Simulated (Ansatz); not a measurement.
`O=C(O)O[SiH3]` + `CC=N` → `C/C=N/C(=O)O` + `O[SiH3]` at 600 K and 1 bar (substitution at a C–O bond).

Computed with Ansatz on PBE0-D4/def2-TZVP structures; ΔE is electronic, products minus reactants. CCSD(T)/CBS adds triple-zeta CCSD(T) − MP2 to the extrapolated MP2 energy (def2 sets, frozen cores). Each species was taken in one conformer, which may not be the lowest.

```tsv
species	CCSD(T)/CBS energy (Eh)	H − E (kJ/mol)	S (J/(mol·K))
`O=C(O)O[SiH3]`	-555.10886	198.6	401.7
`CC=N`	-133.79309	216.6	315.6
`C/C=N/C(=O)O`	-322.20955	278.4	421.9
`O[SiH3]`	-366.69042	135.7	307.9
```

H − E and S are ideal-gas, rigid-rotor, harmonic terms from PBE0-D4/def2-TZVP, for one conformer and one mirror image of each species. 1 Eh = 2625.50 kJ/mol, R = 8.31446 J/(mol·K).

By hand: ΔE, ΔH, ΔS and ΔG.

ΔE = (-322.20955) + (-366.69042) − (-555.10886) − (-133.79309) = 0.00198 Eh = 5.2 kJ/mol. Δ(H − E) = 278.4 + 135.7 − 198.6 − 216.6 = -1.1, so ΔH = 4.1 kJ/mol. ΔS = 421.9 + 307.9 − 401.7 − 315.6 = 12.5 J/(mol·K). ΔG = 4.1 − 600 × (12.5)/1000 = -3.4 kJ/mol.

By hand: the equilibrium constant, and the temperature at which ΔG would vanish if ΔH and ΔS stayed fixed.

log₁₀ K = −ΔG/(RT ln 10) = 0.3. ΔG = 0 at ΔH/ΔS = 328 K, though so small a ΔH makes that figure unsure.

TΔS isn't small against ΔH here. The sign of ΔG lies within the doubt. A doubt of 5 kJ/mol in ΔE shifts log₁₀ K by 0.4 here. Other conformers and mirror images would add mixing entropy, several J/(mol·K) or more a flexible species. Modes under 60 cm⁻¹, often nearly free rotors, make the harmonic entropy too high. These are equilibria of isolated gas molecules and say nothing of rates. Largest T1 diagnostic: 0.016 (customary marks: 0.02 for closed shells, 0.045 for open ones).
